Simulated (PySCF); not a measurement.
**B: excitation energy**

B [He] 2s2 2p1 (2P) → B [He] 2s2 3s1 (2S), as a difference of total energies. Calculation: PySCF 2.14, in dyall-av3z (15s9p3d2f, 71 functions); no relativity, point nucleus. Correlated levels: valence: 1s2 frozen; virtual orbitals above 40 to 60 times the deepest correlated orbital energy dropped. The calculations carry no spin-orbit coupling.

```tsv
method	excitation energy (eV)
UHF	4.980
MP2 (valence)	5.057
SCS-MP2 (valence)	5.039
CCSD (valence)	4.911
CCSD(T) (valence)	4.928
```

How much does correlation contribute at CCSD(T) (valence)?

4.928 − (4.980) = -0.052 eV, measured against UHF.

Errors of the correlated levels include the incompleteness of this basis and the frozen core.

For comparison: 4.963 eV (measured; NIST levels, between the centres of gravity of the two terms).
